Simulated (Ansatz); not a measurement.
Total energies of the cluster ZnTe2 from Ansatz at PBE0-D4/def2-TZVP, gas phase (1 Eh = 27.2114 eV = 2625.5 kJ/mol). The reference geometry is relaxed at B3LYP-D4/def2-TZVP.

```xyz
3

Zn    0.9101    0.2611    0.9270
Te    0.4415   -1.2064   -1.0406
Te   -1.3516    0.9453    0.1136
```

| state | geometry | energy (Eh) |
| --- | --- | --- |
| charge 0 singlet | reference | -2315.25852 |
| charge 1 doublet | reference | -2314.98724 |
| charge 1 doublet | relaxed at B3LYP-D4/def2-TZVP | -2314.99446 |
| charge 0 triplet | relaxed at B3LYP-D4/def2-TZVP | -2315.26100 |
| charge 0 quintet | relaxed at B3LYP-D4/def2-TZVP | -2315.19758 |

In the def2 sets Te takes a core potential; there is no spin–orbit coupling.

Q: Work out the vertical ionisation energy to the doublet.

A: E(charge 1 doublet) − E(charge 0 singlet) = -2314.98724 − (-2315.25852) = 0.27128 Eh = 7.38 eV. For comparison, −ε of the highest occupied level is 5.59 eV at this level, 1.79 eV less.

Q: How much does the charge 1 doublet relax, and what is the adiabatic ionisation energy?

A: Relaxation: -2314.98724 − (-2314.99446) = 0.00722 Eh = 0.20 eV. Adiabatic ionisation energy: 0.26406 Eh = 7.19 eV, without zero-point energy. 

Q: Which of the charge 0 states is lowest, and how far above it are the others?

A: The triplet, but by less than the method's error, so the order isn't settled. singlet: -2315.25852 − (-2315.26100) = 0.00248 Eh = 6.5 kJ/mol; quintet: -2315.19758 − (-2315.26100) = 0.06342 Eh = 166.5 kJ/mol.

The structure comes from a short search, and lower isomers may exist.
